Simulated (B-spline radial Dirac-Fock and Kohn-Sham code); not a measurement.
**Os 3d5/2: cross section and angular parameters**

System: atomic osmium, 1s2 2s2 2p6 3s2 3p6 3d10 4s2 4p6 4d10 4f14 5s2 5p6 5d6 6s2; threshold 1960.0 eV (tabulated edge). The computed values come from a B-spline atomic structure program: Dirac-Hartree-Slater photoionisation with a Latter tail; cross sections with all multipoles, angular parameters from the dipole term and its interference with E2.

Input file task.json (cfg lists n, l and occupation; rrms is the nuclear radius in fm):

```json
{"items": [{
  "Z": 76,
  "q": 0,
  "cfg": [[1, 0, 2], [2, 0, 2], [2, 1, 6], [3, 0, 2], [3, 1, 6], [3, 2, 10], [4, 0, 2], [4, 1, 6], [4, 2, 10], [4, 3, 14], [5, 0, 2], [5, 1, 6], [5, 2, 6], [6, 0, 2]],
  "A": 192,
  "rrms": 5.4126,
  "do": "xps",
  "hv": [53.6, 60.6, 66.7, 81.8, 193.0, 200, 320.0, 400, 461.0, 688.0, 771.0, 773.0, 778.0, 1000, 1840.0, 2000, 2480.0, 2984.4, 3220.0, 3990.0, 4000, 5230.0, 6000, 6960.0, 7420.0, 7690.0, 7800.0, 7840.0, 11100.0, 15000],
  "edges": {"K": 73871.0, "L1": 12968.0, "L2": 12385.0, "L3": 10871.0, "M1": 3049.0, "M2": 2792.0, "M3": 2457.0, "M4": 2031.0, "M5": 1960.0, "N1": 658.2, "N2": 549.1, "N3": 470.7, "N4": 293.1, "N5": 278.5, "O1": 84.0}
}]}
```

Command: `python xray2_run.py task.json out`

For linearly polarised light dσ/dΩ = σ/(4π) [1 + β P₂(cos θ) + (δ + γ cos²θ) sin θ cos φ], with θ from the polarisation vector and φ the angle between the beam and the projection of the electron momentum on the plane normal to the polarisation.

```csv
hν (eV),σ (kb),β,γ,δ
2000,458,0.645,0.002,-0.002
2480,343,0.817,-0.214,-0.009
2984.4,208,1.057,-0.150,0.023
3220,169,1.115,-0.084,0.035
3990,?,?,?,?
4000,90.4,1.207,0.162,0.064
5230,40.1,1.228,0.519,0.095
6000,26.1,1.215,0.711,0.112
6960,16.2,1.190,0.922,0.133
7420,13.1,1.175,1.012,0.143
7690,11.7,1.166,1.063,0.149
7800,11.1,1.162,1.082,0.151
7840,11.0,1.161,1.090,0.152
11100,3.37,1.047,1.553,0.221
15000,1.16,0.930,1.930,0.301
```

Question: Give the values at 3990 eV.

Answer: σ = 91.1 kb, β = 1.206, γ = 0.159, δ = 0.063.
